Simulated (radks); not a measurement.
Tm, configuration [Xe] 4f13 6s2. Method: Dirac Kohn-Sham, PBE, spin-unpolarised, spherical densities, point nucleus; open shells are shared between the two j in proportion to 2j + 1; speed of light set to 274.072 atomic units (2 times the physical value, a model run); computed with a radial shooting solver on a logarithmic mesh with Libxc functionals. Some entries of the table are withheld. Estimate them.

orbital,occ.,eigenvalue (Ry),<r> (bohr)
1s1/2,2,(1),0.02150
2s1/2,2,-672.1395,0.09102
2p1/2,2,-641.7098,(2)
2p3/2,4,-625.8670,(3)
3s1/2,2,-150.1023,0.2341
3p1/2,2,-136.3693,0.2239
3p3/2,4,-133.0545,0.2271
3d3/2,4,(4),0.2002
3d5/2,6,(5),0.2012
4s1/2,2,-28.83543,0.5269
4p1/2,2,-23.29168,0.5370
4p3/2,4,-22.55456,0.5446
4d3/2,4,-12.77165,0.5717
4d5/2,6,-12.61789,0.5745
5s1/2,2,-3.42059,1.315
5p1/2,2,-1.96868,(6)
5p3/2,4,-1.88099,(7)
4f5/2,5.57143,(8),0.7724
4f7/2,7.42857,(9),0.7772
6s1/2,2,-0.26716,4.217

Answer. 
(1) 1s1/2 eigenvalue (Ry): -4116.526
(2) 2p1/2 <r> (bohr): 0.07677
(3) 2p3/2 <r> (bohr): 0.07852
(4) 3d3/2 eigenvalue (Ry): -107.9717
(5) 3d5/2 eigenvalue (Ry): -107.1467
(6) 5p1/2 <r> (bohr): 1.496
(7) 5p3/2 <r> (bohr): 1.524
(8) 4f5/2 eigenvalue (Ry): -0.47758
(9) 4f7/2 eigenvalue (Ry): -0.45410
